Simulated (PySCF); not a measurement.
Compound: C7H8O2.
Cartesian coordinates in Å at the PBE0-D3(BJ)/def2-SVP level; atoms count from 1:
```xyz
17
C7H8O2 angstrom
C      3.0682   -0.1038    0.1779
O      1.7416    0.2527   -0.1702
C      0.7920   -0.6235    0.1783
O      1.0198   -1.6612    0.7369
C     -0.5735   -0.1328   -0.2563
C     -0.9261    1.2537    0.2110
C     -2.1362    1.2113    0.8040
C     -2.6353   -0.1665    0.7947
C     -1.7279   -0.9673    0.2008
H      3.1664   -0.2318    1.2659
H      3.7085    0.7162   -0.1672
H      3.3617   -1.0461   -0.3081
H     -0.5442   -0.1215   -1.3661
H     -0.2831    2.1197    0.0594
H     -2.6709    2.0628    1.2283
H     -3.5917   -0.4826    1.2144
H     -1.7834   -2.0460    0.0611
```

All values: CAM-B3LYP/def2-SVPD (PySCF, non-relativistic), on one gas-phase PBE0-D3(BJ)/def2-SVP geometry that isn't relaxed in the solvent. The solvent is an IEF-PCM continuum (van der Waals radii × 1.2), and excitations are vertical TDDFT with non-equilibrium linear response and a frozen core. The model holds no explicit solvent molecules, cavitation or dispersion.

```tsv
run	E − E(gas) (kcal/mol)	HOMO (eV)	HOMO–LUMO gap (eV)	dipole (D)	lowest singlet (eV)	static polarisability (au)
gas	0.00	-7.86	8.08	1.86	4.99	85.1
P	-2.44	-7.85	8.09	2.10	4.94	95.2
Q	-5.11	-7.87	8.11	2.41	4.96	108.4
```

**Question.** The runs were made in cyclohexane and tetrahydrofuran. Which run belongs to which solvent?

**Answer.** P = cyclohexane, Q = tetrahydrofuran. The dielectric constants are 2.017 (cyclohexane), 7.426 (tetrahydrofuran), and the energy falls further as ε rises. The optical constants n² used for the excitations are 2.04, 1.97 in the same order. In this model the ground state sees the solvent through ε alone.

**Question.** How constant is the ratio of the lowering to (ε − 1)/(2ε + 1)?

**Answer.** 
```csv
solvent,(ε − 1)/(2ε + 1),E − E(gas) (kcal/mol),ratio (kcal/mol),polarisation term (kcal/mol)
cyclohexane,0.202,-2.44,-12.1,-2.57
tetrahydrofuran,0.405,-5.11,-12.6,-5.73
```

The ratio changes by +4.3 % in size from cyclohexane to tetrahydrofuran. The polarisation term is half the interaction of the solute with the induced surface charges.
